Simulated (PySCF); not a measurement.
Sn(F)2(Br)(OH) (BrF2HOSn), SMILES [OH][Sn]([F])([F])[Br].

Geometry optimised at PBE-D3(BJ)/def2-SVP. The def2 effective core potentials stand for the cores of Sn; spin–orbit coupling is left out. One conformer was computed; it need not be the lowest.

Level of theory: PySCF 2.14.0 with PBE-D3(BJ)/def2-SVP.

Frequencies are harmonic and unscaled.

Q: Give all harmonic wavenumbers and intensities. (The exact figures need the calculation; the answer reports its results.)

A: 
| mode | ν (cm⁻¹) | IR (km/mol) | moving atoms (share of kinetic energy) |
|---|---|---|---|
| 1 | 25 | 56.8 | H 67 %, F 30 % |
| 2 | 104 | 0.3 | O 45 %, F 23 %, Br 15 %, Sn 12 % |
| 3 | 119 | 4.0 | F 48 %, H 21 %, Sn 18 %, Br 13 % |
| 4 | 165 | 37.2 | F 52 %, O 24 %, Br 13 % |
| 5 | 166 | 16.3 | F 83 %, Sn 14 % |
| 6 | 170 | 56.7 | O 56 %, F 26 %, Sn 9 %, H 8 % |
| 7 | 269 | 35.7 | Br 55 %, Sn 40 % |
| 8 | 600 | 33.3 | F 47 %, O 46 % |
| 9 | 628 | 54.0 | F 83 %, Sn 17 % |
| 10 | 628 | 59.8 | F 42 %, O 41 %, Sn 17 % |
| 11 | 889 | 60.6 | H 93 % |
| 12 | 3677 | 99.7 | H 94 % |
